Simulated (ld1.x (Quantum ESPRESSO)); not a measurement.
**u(r) = r·R(r): atom against pseudo-atom (boron (B))**

Columns: radius, all-electron u(r) and pseudo u(r) of the 2s shell (level -14.13 eV) of boron in the configuration [He] 2s2 2p0.5; PBE, scalar-relativistic, ultrasoft scheme, ld1.x (Quantum ESPRESSO) 7.5.

| r (bohr) | all-electron | pseudo |
| --- | --- | --- |
| 0.195 | 0.3153 | -0.1151 |
| 0.390 | 0.1047 | -0.2370 |
| 0.585 | -0.1849 | -0.3670 |
| 0.780 | -0.4277 | -0.4983 |
| 0.975 | -0.5999 | -0.6166 |
| 1.170 | -0.7043 | -0.7053 |
| 1.365 | -0.7517 | -0.7517 |
| 1.560 | -0.7561 | -0.7561 |
| 1.755 | -0.7307 | -0.7307 |
| 1.950 | -0.6861 | -0.6861 |
| 2.145 | -0.6307 | -0.6307 |
| 2.340 | -0.5703 | -0.5703 |
| 2.535 | -0.5092 | -0.5092 |
| 2.730 | -0.4501 | -0.4501 |
| 2.925 | -0.3948 | -0.3948 |
| 3.120 | -0.3441 | -0.3441 |
| 3.315 | -0.2983 | -0.2983 |
| 3.510 | -0.2574 | -0.2574 |
| 3.705 | -0.2213 | -0.2213 |
| 3.900 | -0.1897 | -0.1897 |
| 4.095 | -0.1620 | -0.1620 |
| 4.290 | -0.1380 | -0.1380 |
| 4.485 | -0.1173 | -0.1173 |
| 4.680 | -0.0994 | -0.0994 |
| 4.875 | -0.0841 | -0.0841 |
| 5.070 | -0.0710 | -0.0710 |

How many radial nodes do the two functions have?

The all-electron 2s function has n − l − 1 = 1; the pseudo-wave has 0, since the states of the same l below it are removed with the core.

At about which radius was the pseudo-wave matched?

1.30 bohr, where the columns begin to agree (steps of 0.20 bohr).

Is the pseudo-wave norm-conserving?

No, it belongs to an ultrasoft set: the norm inside the radius is not constrained, and the difference is carried by the augmentation charge.
